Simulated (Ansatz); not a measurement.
Consider the hydrogen abstraction from the Si–H bond: `[SiH3][O][GeH3]` + Cl• → `[SiH2][O][GeH3]`• + HCl.

Gas-phase electronic energies from Ansatz, PBE0-D4/def2-TZVP geometries. CBS: MP2 limit from def2 TZ/QZ plus the TZ coupled-cluster correction, frozen cores. This one scheme is used for every species, atoms too. Functionals use def2-TZVPP. No spin–orbit coupling; open shells (•) take unrestricted orbitals. Spin–orbit coupling would lower the free atoms: a little for Cl. For Ge outer-core shells are correlated without core-valence functions, so the limit isn't a true one: a few kJ/mol of doubt a bond, and 10 to 20 or more in all where bonds break to atoms. Scalar relativity is left out up to krypton.

```tsv
level	ΔE (eV)
revPBE-D4	-0.63
ωB97M-V	-0.40
r2SCAN	-0.59
CCSD(T)/def2-TZVPP	-0.35
```

(1) What does CCSD(T)/CBS give? (Best estimate.)

Largest T1 diagnostic among the species: 0.014.

Results:

(1) Ansatz gave: -0.41 eV. The listed levels differ from it by -0.22, 0.01, -0.18, 0.06 eV.

At CCSD(T), def2-SVP lies +0.21 eV from the extrapolated value and def2-TZVPP +0.06 eV. From PBE to PBE0 (25 % exact exchange), in def2-TZVPP and without D4, ΔE moves by +0.13 eV.

CCSD(T)/CBS has its own doubt, a few kJ/mol and more with outer-core shells, so smaller differences from it don't rank the levels.
